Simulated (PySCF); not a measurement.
Structure with atom numbers: `[SiH3:1][C@H:2]1[CH2:3][CH2:4][CH2:5][NH:6][N:7]1[SiH3:8]`. Hydrogens are named by the atom that carries them. Ha(C3), Ha(C4), Ha(C5) are cis to Si1 on the ring; Hb(C3), Hb(C4), Hb(C5) are trans to Si1 on the ring.

[PySCF: GFN2-xTB structure; shieldings: GIAO PBE0/pcSseg-1; equivalent nuclei averaged; one computed conformer; gas phase; relativity neglected]

δ = σ(ref) − σ, references computed at the same level: TMS for ¹³C (186.93 ppm), ¹H (31.72 ppm), ²⁹Si (349.16 ppm); NH3 for ¹⁵N (267.73 ppm).

```csv
atoms,nucleus,count,Hirshfeld charge,δ (ppm)
N6,¹⁵N,1,-0.10,?
Hb(C5),¹H,1,0.02,?
Hb(C3),¹H,1,0.03,1.86
C2,¹³C,1,-0.07,50.2
Si1,²⁹Si,1,0.29,-80.9
C3,¹³C,1,-0.08,31.4
Si8,²⁹Si,1,0.33,?
Ha(C3),¹H,1,0.04,1.62
Hb(C4),¹H,1,0.04,1.50
Ha(C5),¹H,1,0.05,?
C5,¹³C,1,-0.03,51.5
H(C2),¹H,1,0.04,?
H(N6),¹H,1,0.11,2.53
H(Si1),¹H,3,-0.08,4.11
Ha(C4),¹H,1,0.04,?
H(Si8),¹H,3,-0.08,4.84
C4,¹³C,1,-0.07,27.3
N7,¹⁵N,1,-0.14,79.5
```

**Question.** Complete the table.

**Answer.** 
- Hb(C5): 3.13 ppm, hydrogen on an sp3 CH2 bonded to N; its carbon carries N, which withdraws density
- H(C2): 3.08 ppm, hydrogen on an sp3 CH bonded to N and Si; its carbon carries N, an electronegative neighbour
- Ha(C5): 2.98 ppm, hydrogen on an sp3 CH2 bonded to N; its carbon carries N, which withdraws density
- Ha(C4): 1.95 ppm, hydrogen on an sp3 CH2 in a ring
- Si8: -57.7 ppm, silicon bonded to N, 3 H
- N6: 111.2 ppm, nitrogen bonded to O or N

OH/NH shifts are gas-phase values; hydrogen bonding in solution moves them, usually downfield. Shifts are as computed. Against solution values, carbons near 30 ppm lie about +3 ppm off and those near 130 ppm about +5 ppm. Of 1211 compounds with measured shifts, 218 miss one by over three times the rms of a fit or turn the order of signals round; such compounds aren't used in these exercises. Experimental scales use liquid or dissolved standards, which lie at an offset from isolated NH3 (liquid NH3: subtract about 20 ppm).
